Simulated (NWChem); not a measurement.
System: C2H7O cation; SMILES CC[OH2+]

NWChem input:

```
start job
memory heap 200 mb stack 900 mb global 1100 mb
charge 1
geometry units angstroms noautoz
  C      0.279997    -1.277567     0.000000
  C     -0.607271    -0.075842     0.000000
  O      0.196407     1.219042     0.000000
  H     -0.373409    -2.165072     0.000000
  H      0.907193    -1.341900    -0.901790
  H      0.907193    -1.341900     0.901790
  H     -1.230759     0.039177     0.895684
  H     -1.230759     0.039177    -0.895684
  H      0.748354     1.351677    -0.795640
  H      0.748354     1.351677     0.795640
end
basis spherical
  C library 6-311++g**
  O library 6-311++g**
  H library 6-311++g**
end
dft
  xc pbe0
  iterations 150
  mulliken
end
task dft energy
```

Coordinates come from a PBE0/def2-SVP optimisation.

Q: Predict the main results of this run. (PBE0/6-311++G** (spherical d).) Quantities: basis functions; energy (Ha); highest occupied level (eV); orbital gap (eV).

A: 
* **number of basis functions**: 115
* **energy (Ha)**: -155.21
* **highest occupied level (eV)**: -15.72
* **orbital gap (eV)**: 9.71
